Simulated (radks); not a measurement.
Results of a calculation; reference values are marked as such.
Excited configurations of neutral manganese: one electron is placed in a higher orbital outside [Ar] 3d5 4s1. The ground configuration is [Ar] 3d5 4s2. Code: a radial shooting solver on a logarithmic mesh with Libxc functionals. Model: Dirac Kohn-Sham, PBE, spin-unpolarised, spherical densities, point nucleus; open shells are shared between the two j in proportion to 2j + 1. Excitation = E - E(ground); binding = E(ion) - E, where the ion is the core of charge +1; n* = 1/sqrt(2 binding) in atomic units, and the quantum defect is n - n*. Eigenvalue and <r> are those of j = l + 1/2.

\begin{tabular}{lrrrrr}
outer orbital & excitation (eV) & binding (eV) & n* & quantum defect & eigenvalue (eV) \\ \hline
4p & 3.857 & 4.559 & 1.727 & 2.273 & -2.103 \\
4d & 6.773 & 1.643 & 2.877 & 1.123 & -0.712 \\
5s & 5.864 & 2.553 & 2.309 & 2.691 & -1.491 \\
5p & 6.568 & 1.849 & 2.713 & 2.287 & -1.040 \\
5d & 7.375 & 1.042 & 3.614 & 1.386 & -0.576 \\
5f & 7.784 & 0.632 & 4.640 & 0.360 & -0.366 \\
6p & 7.359 & 1.058 & 3.586 & 2.414 & -0.647 \\
7s & 7.582 & 0.834 & 4.038 & 2.962 & -0.538 \\
7d & 7.927 & 0.489 & 5.274 & 1.726 & -0.317 \\
\end{tabular}

The Delta-SCF ionisation energy is 8.416 eV (NIST Atomic Spectra Database: 7.434 eV, measured). Self-interaction in the functional shifts the binding energies and quantum defects, so they are the method's values and not measured ones. Spin polarisation and multiplet splitting are left out, so open shells lie too high by an amount that depends on their filling.

Beside tabulated values, note that spin-unpolarised runs miss the spin-polarisation part of the exchange energy of open shells.
